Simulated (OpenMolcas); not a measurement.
Yb3+ among 6 point charges of -1.5 e arranged as a trigonal prism (D3h), with a polar angle of 52.5° against the regular 49.1°.

```json
{
 "Program": "OpenMolcas 26.06",
 "Method": "CASSCF",
 "Basis": "ANO-RCC-VDZP [7s6p4d2f1g]",
 "Scalar Hamiltonian": "DKH2, point nucleus",
 "Active space": "13 electrons in 7 orbitals (4f)",
 "State averaging": "2S+1 = 2 odd, 7 roots",
 "Spin-orbit coupling": "RASSI with atomic mean-field integrals over the reference wave functions"
}
```

All point charges move together. At R = 2.7 Å the width of the lowest J multiplet is 269 cm-1, and at R = 3.22 Å it is 152 cm-1.

Problem. A third run gives 232 cm-1. What distance was it run at?

Solution. With a power law R^-n the two known points give n = -ln(152 / 269) / ln(3.22 / 2.7) = 3.24. Then R = 2.7 × (269 / 232)^(1/3.24) = 2.826 Å. The run was at 2.82 Å, so the estimate is off by +0.006 Å.

This is an electrostatic model: the charges have no orbitals. No measured value stands beside these numbers.
